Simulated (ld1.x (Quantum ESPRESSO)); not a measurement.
strontium: excitation energies, all-electron against ultrasoft

```json
{"Element": "strontium (Sr)", "Generator": "ld1.x (Quantum ESPRESSO) 7.5", "Type": "ultrasoft", "Functional": "LDA (PZ)", "Relativity": "fully relativistic", "Frozen core": "[Ar] 3d10", "Valence charge": "10", "Reference configuration": "4s2 4p6 4d0 5s2 5p0", "Partial waves": "4s (bound): rcut 2.05, rcutus 2.75 bohr; 5s (bound): rcut 2.05, rcutus 2.75 bohr; 4p (bound): rcut 2.65, rcutus 2.85 bohr; 5p (bound, empty): rcut 2.65, rcutus 2.85 bohr; 4d (bound, empty): rcut 2.95, rcutus 3.60 bohr; 4d channel at 0.4 Ry: rcut 2.95, rcutus 3.60 bohr", "Local potential": "all-electron potential smoothed inside 2.40 bohr (lloc = -2)", "Core correction": "a·sin(br)/r model core inside 1.90 bohr", "Augmentation charge": "built from norm-conserving waves at rcut, not smoothed further"}
```

Open shells are filled in proportion to 2j + 1 (rel_dist='average').

Energies are relative to the spin-unpolarised reference configuration 4s2 4p6 4d0 5s2 5p0; without spin polarisation the order of configurations can differ from experiment. Not all tests gave a result: 2 of 7 tests not solved or not reliable. Left out of the table: 4s2 4p6 4d0 5s0 5p1 (solver errors, printed error +404 meV); 4s2 4p6 4d0 5s0 5p2 (solver errors, printed error -5.3 eV).

| valence configuration | charge | ΔE all-electron (eV) | error AE − PS (meV) |
| --- | --- | --- | --- |
| 4s2 4p6 4d0 5s1 5p0 | +1 | 6.063 | +750 |
| 4s2 4p6 4d0 5s0 5p0 | +2 | 17.243 | +2397 |
| 4s2 4p6 4d0 5s1.5 5p0 | +0.5 | 2.412 | +285 |
| 4s2 4p6 4d0.5 5s1.5 5p0 | 0 | 1.149 | +772 |
| 4s2 4p6 4d1 5s1 5p0 | 0 | 2.340 | +1394 |

Levels in the configuration 4s2 4p6 4d0 5s1.5 5p0:

```
   level  all-electron (eV)  pseudo (eV)
4s j=1/2            -43.939      -45.977
4p j=1/2            -26.678      -28.546
4p j=3/2            -25.493      -27.336
5s j=1/2             -6.037       -5.297
```

These tests converged, but a pseudo level misses the all-electron one widely, so the file describes the atom poorly there or has found another state: 4s2 4p6 4d0 5s0 5p0: empty 5s by 2.5 eV.

A Bessel basis up to 400 Ry misses an occupied level by 1.25 Ry, so cutoffs and ghosts were not judged. The potential misses its own reference levels by up to 2.4 eV, so it is not fit for use.
